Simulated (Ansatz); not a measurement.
Reaction (substitution at a C–C bond): `Cc1nccs1` + `[F][Ga]([F])[SH]` → `C[S][Ga]([F])[F]` + `c1cscn1`

Computed with Ansatz on PBE0-D4/def2-TZVP structures; ΔE is electronic, products minus reactants. CCSD(T)/CBS is the MP2 limit (def2-TZVPP, def2-QZVPP) plus CCSD(T) − MP2 in def2-TZVPP, frozen cores. For Ga outer-core shells are correlated without core-valence functions, which leaves a few kJ/mol of doubt a bond. Scalar relativity is left out up to krypton. Each species was taken in one conformer, which may not be the lowest.

```json
{"species": "`Cc1nccs1`", "CCSD(T)/CBS(def2) energy (Eh)": "-607.68874"}
{"species": "`[F][Ga]([F])[SH]`", "CCSD(T)/CBS(def2) energy (Eh)": "-2522.02273"}
{"species": "`C[S][Ga]([F])[F]`", "CCSD(T)/CBS(def2) energy (Eh)": "-2561.27813"}
{"species": "`c1cscn1`", "CCSD(T)/CBS(def2) energy (Eh)": "-568.42044"}
```

Question: Work out ΔE.

Answer: ΔE = (-2561.27813) + (-568.42044) − (-607.68874) − (-2522.02273) = 0.01290 Eh = +8.1 kcal/mol.

Largest T1 diagnostic among the species: 0.015.

From PBE to PBE0 (25 % exact exchange), in def2-TZVPP and without D4, ΔE moves by +0.7 kcal/mol. At CCSD(T), def2-SVP lies +4.2 kcal/mol from the extrapolated value and def2-TZVPP +0.8 kcal/mol. Leaving LDA and LC-ωPBE aside and taking each functional with its dispersion term where it has one, the values, not all of them listed here, spread over 1.8 kcal/mol, from BLYP-D4 to B97M-V. LDA lies +2.0 kcal/mol from PBE without D4.
